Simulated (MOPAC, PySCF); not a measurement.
Dimer: N2 (SMILES N#N) (first 2 atoms) with PH3 (SMILES P); geometry from B3LYP-D3(BJ)/def2-TZVP, rigid monomers moved along the line of their centres of mass till N2···H6 is 2.95 Å.
(charge 0, multiplicity 1):
```json
[
 {"atom": "N", "x (Å)": "0.6469", "y (Å)": "-0.2110", "z (Å)": "-0.5113"},
 {"atom": "N", "x (Å)": "-0.3349", "y (Å)": "0.2639", "z (Å)": "-0.4876"},
 {"atom": "P", "x (Å)": "0.0353", "y (Å)": "0.1013", "z (Å)": "3.2190"},
 {"atom": "H", "x (Å)": "1.1304", "y (Å)": "0.6261", "z (Å)": "2.4857"},
 {"atom": "H", "x (Å)": "0.0269", "y (Å)": "-1.1173", "z (Å)": "2.4928"},
 {"atom": "H", "x (Å)": "-0.9283", "y (Å)": "0.7077", "z (Å)": "2.3728"}
]
```

Counterpoise-corrected where a basis set is named; no monomer relaxation. Rows marked so take none.

Rows in 6-31G* carry no dispersion term and start afresh at each structure (6-31G* with six Cartesian d functions). The state that PM6 reach isn't checked.

Codes used: MOPAC for PM6 (differences of heats of formation); PySCF for 6-31G* rows. Each number belongs to the level named beside it.

Question: One of these levels gives 5.2 kJ/mol for the interaction energy. Which?
A) PM6
B) B3LYP/6-31G* (no counterpoise)
C) B3LYP/6-31G*

Answer: C, B3LYP/6-31G*. The others give -0.2 (PM6), 2.8 (B3LYP/6-31G* (no counterpoise))
